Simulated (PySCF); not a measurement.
Gas-phase reaction: Ga₂H₆ + C₄H₈ (trans-2-butene) = 2 GaH(CH₃)₂

Method: PySCF energies plus ideal-gas RRHO corrections (1 bar). † marks an energy on the PBE0/def2-TZVP geometry and frequencies. CCSD(T) freezes the core. All species are closed-shell singlets. Ga: all electrons, no relativistic terms. Ga₂H₆, GaH(CH₃)₂: computed as isolated molecules; such fragments, hydroxides, amides, oligomers or adducts are transient or little studied in the gas. CCSD(T) isn't extrapolated to the basis-set limit.

PBE0/def2-QZVP† gives ΔH°(298 K) = -92 kJ.

Task: What do CCSD(T)/def2-SVP†, PBE0/def2-SVP†, LDA/def2-TZVP† give?

Result: CCSD(T)/def2-SVP†: -59 kJ; PBE0/def2-SVP†: -75 kJ; LDA/def2-TZVP†: -59 kJ. For scale, ΔH°(298 K) is -92 kJ at this level, -92 kJ at ωB97M-V/def2-TZVP†, and runs from -110 to -59 kJ over the 18 levels computed.
